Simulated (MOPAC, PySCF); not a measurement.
CH2B2O, SMILES `B(=C)B=O` (C–B–B–O torsion 60°), neutral singlet in the gas phase. 

Cartesian coordinates (Å):
```xyz
6

C     -1.3136    -0.0391     0.0061
B      0.0631     0.0035     0.0099
B      1.6858     0.0535     0.0151
O      2.8935     0.0947     0.0231
H     -1.9115     0.0341     0.9105
H     -1.8917    -0.1515    -0.9076
```
Charge 0, multiplicity 1.

All levels are single points at this geometry (r2SCAN-D4/def2-TZVP); Pople sets use spherical d functions. Orbital energies aren't observables, and empty levels follow the basis.

r2SCAN-D4/def2-TZVP in PySCF gives HOMO (eV) = -6.71.

Problem. Estimate the HOMO (eV) from each of these levels: B3LYP/6-311+G** in PySCF; PBE/6-31G* in PySCF; HF/6-31G* in PySCF; AM1 in MOPAC; PM7 in MOPAC.

Solution. 
```
level                     HOMO (eV)
------------------------  ---------
B3LYP/6-311+G** in PySCF      -7.39
PBE/6-31G* in PySCF           -6.05
HF/6-31G* in PySCF            -9.71
AM1 in MOPAC                  -9.36
PM7 in MOPAC                  -9.65
```
